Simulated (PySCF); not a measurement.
Molfile (atoms numbered from 1):
```
C7H11NS
     RDKit          3D

 20 20  0  0  0  0  0  0  0  0999 V2000
    2.1000   -1.2415   -3.6731 S   0  0  0  0  0  0  0  0  0  0  0  0
    1.5030   -0.9969   -2.2255 C   0  0  0  0  0  0  0  0  0  0  0  0
    1.1094   -0.7951   -1.1222 N   0  0  0  0  0  0  0  0  0  0  0  0
    0.1097   -0.7655   -0.1054 C   0  0  0  0  0  0  0  0  0  0  0  0
   -0.4276   -2.1787    0.1565 C   0  0  0  0  0  0  0  0  0  0  0  0
   -1.2407   -2.7085   -1.0190 C   0  0  0  0  0  0  0  0  0  0  0  0
   -2.3668   -1.7503   -1.3952 C   0  0  0  0  0  0  0  0  0  0  0  0
   -1.8368   -0.3472   -1.6759 C   0  0  0  0  0  0  0  0  0  0  0  0
   -1.0253    0.1878   -0.5017 C   0  0  0  0  0  0  0  0  0  0  0  0
    0.5906   -0.3892    0.8120 H   0  0  0  0  0  0  0  0  0  0  0  0
    0.4121   -2.8500    0.3941 H   0  0  0  0  0  0  0  0  0  0  0  0
   -1.0615   -2.1262    1.0584 H   0  0  0  0  0  0  0  0  0  0  0  0
   -0.5780   -2.8584   -1.8892 H   0  0  0  0  0  0  0  0  0  0  0  0
   -1.6456   -3.7023   -0.7707 H   0  0  0  0  0  0  0  0  0  0  0  0
   -3.0948   -1.7032   -0.5648 H   0  0  0  0  0  0  0  0  0  0  0  0
   -2.9180   -2.1323   -2.2689 H   0  0  0  0  0  0  0  0  0  0  0  0
   -2.6669    0.3424   -1.8964 H   0  0  0  0  0  0  0  0  0  0  0  0
   -1.2070   -0.3656   -2.5826 H   0  0  0  0  0  0  0  0  0  0  0  0
   -0.6057    1.1805   -0.7272 H   0  0  0  0  0  0  0  0  0  0  0  0
   -1.6760    0.3078    0.3815 H   0  0  0  0  0  0  0  0  0  0  0  0
  1  2  2  0
  2  3  2  0
  3  4  1  0
  4  5  1  0
  5  6  1  0
  6  7  1  0
  7  8  1  0
  8  9  1  0
  9  4  1  0
  4 10  1  0
  5 11  1  0
  5 12  1  0
  6 13  1  0
  6 14  1  0
  7 15  1  0
  7 16  1  0
  8 17  1  0
  8 18  1  0
  9 19  1  0
  9 20  1  0
M  END
```

Geometry: PBE0-D3(BJ)/def2-SVP; GIAO shifts from PySCF 2.14.0 with density-fitted response routines, gas phase, non-relativistic, averaged over equivalent atoms.

At PBE0/pcSseg-1 (215 basis functions, 76 s wall time on 1 thread of an x86-64 server CPU, shared host):
```json
{"atoms": "S1", "δ (ppm)": "-241.6"}
{"atoms": "C2", "δ (ppm)": "143.1"}
{"atoms": "C4", "δ (ppm)": "52.1"}
{"atoms": "C5/C9", "δ (ppm)": "35.3"}
{"atoms": "C7", "δ (ppm)": "27.8"}
{"atoms": "C6/C8", "δ (ppm)": "22.1"}
{"atoms": "N3", "δ (ppm)": "126.7"}
{"atoms": "H10", "δ (ppm)": "3.07"}
{"atoms": "H11/H19", "δ (ppm)": "1.84"}
{"atoms": "H13/H18", "δ (ppm)": "1.67"}
{"atoms": "H16", "δ (ppm)": "1.66"}
{"atoms": "H14/H17", "δ (ppm)": "1.42"}
{"atoms": "H12/H20", "δ (ppm)": "1.34"}
{"atoms": "H15", "δ (ppm)": "1.13"}
```

δ = σ(ref) − σ, references computed at the same level: CS2 for $^{33}$S (σref 495.66); $^{13}$C (σref 184.41), $^{1}$H (σref 31.27) vs TMS; $^{15}$N (σref 265.67) vs NH3.

Question: Predict the values at KT3/pcSseg-1 on the same geometry.

Answer: 
```csv
atoms,δ at KT3/pcSseg-1,change
S1,-220.8,+20.8
C2,126.1,-17.0
C4,54.8,+2.7
C5/C9,36.8,+1.5
C7,30.0,+2.2
C6/C8,24.3,+2.2
N3,119.3,-7.4
H10,3.22,+0.15
H11/H19,1.90,+0.06
H13/H18,1.83,+0.16
H16,1.72,+0.06
H14/H17,1.46,+0.04
H12/H20,1.50,+0.16
H15,1.26,+0.13
```

Chemical shifts δ = σref − σ; $^{33}$S (σ = 516.28 ppm) vs CS2; TMS for $^{13}$C (σ = 182.31 ppm), $^{1}$H (σ = 31.32 ppm); $^{15}$N (σ = 262.01 ppm) vs NH3, all at this level.

The largest change is at S1 (thione sulfur). Cost: 215 basis functions, 90 s wall time on 1 thread of an x86-64 server CPU, shared host. The order of the carbon signals is the same at both levels.

Experimental scales use liquid or dissolved standards, which lie at an offset from isolated NH3 (liquid NH3: subtract about 20 ppm).
